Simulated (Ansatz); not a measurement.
Relaxation of ClFGeH6O (10 atoms, charge 0, multiplicity 1), to a largest force component of 0.03 eV/Å in at most 50 steps.

The calculation used RKS PBE0/def2-SVP in Ansatz.

```xyz
10
Properties=species:S:1:pos:R:3
Ge -1.130 0.466 -1.218
Cl 0.119 -1.357 -1.343
H -2.202 0.236 -2.296
H -1.747 0.500 0.181
H -0.233 1.655 -1.557
H 0.975 0.418 1.648
O 1.110 1.052 0.930
H 0.508 -1.875 1.201
F 0.805 -1.714 2.049
H 1.795 0.619 0.404
```

Q: Where does it end, and by what steps?

A: It converged. After 7 steps the energy has fallen by 0.137 eV; H8 moved furthest, 0.35 Å.

```
step  energy less start (eV)  largest force component (eV/Å)  accepted
   0                  0.0000                           1.001       yes
   1                 -0.0853                           0.407       yes
   2                 -0.1061                           0.861       yes
   3                 -0.1181                           0.617       yes
   4                 -0.1326                           0.277       yes
   5                 -0.1347                           0.112       yes
   6                 -0.1358                           0.039       yes
   7                 -0.1366                           0.008       yes
```

```xyz
10
Properties=species:S:1:pos:R:3
Ge -1.045 0.412 -1.092
Cl 0.109 -1.473 -1.169
H -2.148 0.142 -2.133
H -1.637 0.536 0.308
H -0.131 1.542 -1.556
H 0.913 0.229 1.494
O 1.007 0.999 0.911
H 0.445 -1.704 0.898
F 0.604 -1.562 1.813
H 1.882 0.879 0.526
```

The run took 23 s on 2 threads of Arm Neoverse V2, with other jobs on the host, peak memory 0.25 GiB.
